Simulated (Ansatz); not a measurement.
Gas-phase electronic energies from Ansatz, PBE0-D4/def2-TZVP geometries. CBS: MP2 limit from def2 TZ/QZ plus the TZ coupled-cluster correction, frozen cores. DFT in def2-TZVPP. B3LYP here is the variant with VWN-RPA as its local correlation; programs differ in this. One conformer a species, not always the lowest.

`CO[SiH](N)N` → `NC(O)N[SiH3]`  (isomerisation)

```tsv
level	ΔE (kJ/mol)
B3LYP	257.4
CCSD/CBS(def2)	264.4
```

Problem. What does CCSD(T)/CBS give? (Estimate.)

Solution. The calculation gave: +261.1 kJ/mol. The listed levels differ from it by -3.7, 3.3 kJ/mol.

Largest T1 diagnostic among the species: 0.011.

From PBE to PBE0 (25 % exact exchange), in def2-TZVPP and without D4, ΔE moves by +7.6 kJ/mol. In def2-TZVPP, CCSD(T) changes the Hartree–Fock value by −13.3 kJ/mol (the triples alone add −3.3 kJ/mol) and MP2 by −3.9 kJ/mol.
